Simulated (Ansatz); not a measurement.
Total energies of C₃H₅BO, SMILES `OCB1C=C1`.

```csv
atom,x (Å),y (Å),z (Å)
O1,1.5995,-1.4210,-0.5279
C2,1.0774,-0.1220,-0.7720
B3,-0.1721,0.2702,0.0604
C4,-1.2548,-0.0517,1.0078
C5,-1.2256,1.1939,0.5046
H6,0.9043,-1.9466,-0.1277
H7,1.8805,0.6003,-0.5816
H8,0.8341,-0.0037,-1.8402
H9,-1.8551,-0.6334,1.6942
H10,-1.7881,2.1141,0.5824
```

The species carries charge 0 and has multiplicity 1. Geometry: relaxed with PBE0-D4/def2-TZVP. It is one conformer, not always the lowest. Basis def2-TZVPP, Ansatz 0.2.0.

RPA on PBE orbitals: Hartree–Fock energy of these orbitals -216.04004 Eh, correlation -1.30106 Eh (frozen core).

```tsv
functional	energy without D4 (Eh)	D4 term (kJ/mol)
LDA (SPW92)	-215.50223	–
PBE	-217.13869	-15.9
revPBE	-217.35423	-53.3
BLYP	-217.33845	-35.5
r2SCAN	-217.29032	-4.0
B97M-V	-217.41379	–
PBE0	-217.15892	-13.3
B3LYP	-217.42754	-25.4
r2SCANh	-217.28061	-4.2
r2SCAN0	-217.26696	-4.6
HSE06 (plane-wave form)	-217.14673	-12.3
BHLYP	-217.29596	-18.0
CAM-B3LYP	-217.30935	-13.3
LC-ωPBE	-217.26971	–
ωB97X-V	-217.35333	–
ωB97M-V	-217.33178	–
B2PLYP	-217.23535	–
PBE-QIDH	-217.12211	–
```

B3LYP takes the VWN-RPA correlation (the form of Gaussian; ORCA's B3LYP/G). HSE06 is the plane-wave form, built on full-range PBE exchange. The double hybrids freeze the cores in their second-order part.

LC-ωPBE has ω = 0.4 bohr⁻¹.
